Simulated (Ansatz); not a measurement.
Coupled-cluster diagnostics for the cluster B₆H₂, Ansatz.

Geometry of the singlet (PBE0-D4/def2-SVP):

```xyz
8

B    -1.2393   -0.5346   -1.0295
B     0.0802    1.7715   -0.1655
B     0.0008    0.0508   -0.0030
B     1.1948   -0.4441    1.1211
B    -0.9999    1.0496   -1.0300
B     1.0991    1.1278    0.8258
H     1.6067   -1.4483    1.6193
H    -1.7425   -1.5728   -1.3382
```

Correlated methods freeze 6 core orbitals. Another isomer (singlet) lies 0.16 eV lower at PBE0-D4/def2-TZVP; other spin states weren't run for this one.

Question: Estimate the CCSD(T) correlation energy, the shares of MP2 and (T), T1 and the reference's ⟨S²⟩ for: charge 0, singlet, own geometry in def2-TZVPP; and the rough time on 4 threads of Arm Neoverse V2 on a shared host.

Answer: 
```csv
state,basis,correlation (eV),MP2 share (%),(T) share (%),T1,⟨S²⟩ (pure),wall time
"charge 0, singlet, own geometry",def2-TZVPP,-17.204,89.4,6.5,0.015,0.00 (0.00),40 s
```
Customary marks for T1 are 0.02 (closed shells), 0.045 (open shells) and about 0.05 (3d metals). T1 stays under 0.02 throughout.
